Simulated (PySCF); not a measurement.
**Calculated properties of `CNc1ccc[n+]([O-])c1`**

Species: C₆H₈N₂O.
Geometry (PBE0-D3(BJ)/def2-SVP, Å), atoms numbered from 1 in this order:
```
atom  x, y, z in Å
C1    -2.4901    0.7644   -0.2692
N2    -1.6276   -0.3796   -0.3113
C3    -0.2935   -0.3302   -0.0251
C4     0.5247   -1.4664   -0.1975
C5     1.8680   -1.3654    0.1280
C6     2.4089   -0.1873    0.6130
N7     1.6209    0.9177    0.7798
O8     2.1013    1.9871    1.2160
C9     0.2933    0.8435    0.4577
H10   -2.5163    1.2097    0.7397
H11   -2.1908    1.5590   -0.9792
H12   -3.5138    0.4547   -0.5165
H13   -1.9482   -1.1953   -0.8111
H14    0.1017   -2.4004   -0.5722
H15    2.5300   -2.2253    0.0075
H16    3.4498   -0.0341    0.8902
H17   -0.2338    1.7803    0.6213
```

Among its groups: amine.

PBE0-D3(BJ)/def2-SVP geometry optimisation, gas phase (PySCF):

```yaml
Rotational_constants_A_B_C: 2.938, 1.324, 0.918 GHz
```

B3LYP/def2-SVPD ground state and vertical TDDFT (core frozen in the response) (PySCF):

```yaml
Dipole_moment: 5.64 D
HOMO_energy: -5.81 eV
LUMO_energy: -1.23 eV
HOMO–LUMO_gap: 4.58 eV
Lowest_singlet_excitation: 4.10 eV (302 nm, f = 0.036)
Strongest_line_among_the_6_lowest_singlet_transitions: S4 at 4.98 eV (249 nm, f = 0.151)
Static_isotropic_polarisability: 98.7 au
Electronic_spatial_extent_⟨r²⟩_about_the_centre_of_nuclear_charge: 1238 bohr²
```

Monoisotopic mass (most abundant isotopes): 124.0637 u.

In atomic units the dipole is 2.22 e·bohr (1 au = 2.5417 D). The polarisability is 14.62 Å³ as a volume (1 au = 0.148185 Å³), or 1.49 au for each of the 66 electrons. S1 lies 0.48 eV below the HOMO–LUMO gap; its leading configuration is HOMO→LUMO, weight 0.48, beside HOMO−1→LUMO, weight 0.26. The largest Löwdin shares of the LUMO are 0.22 on N7, 0.17 on C4, 0.17 on O8 and 0.11 on C9. The largest Löwdin shares of the HOMO are 0.30 on O8, 0.18 on C4, 0.16 on C6 and 0.10 on N7.

For the TDDFT job (B3LYP/def2-SVPD), time: 1.7 min of wall time (with the writing of density and orbital grids); peak memory 1.0 GiB. Hardware: Intel Xeon Platinum 8488C, one thread, shared host with 192 logical CPUs at a one-minute load of 118.

One conformer stands for the species.
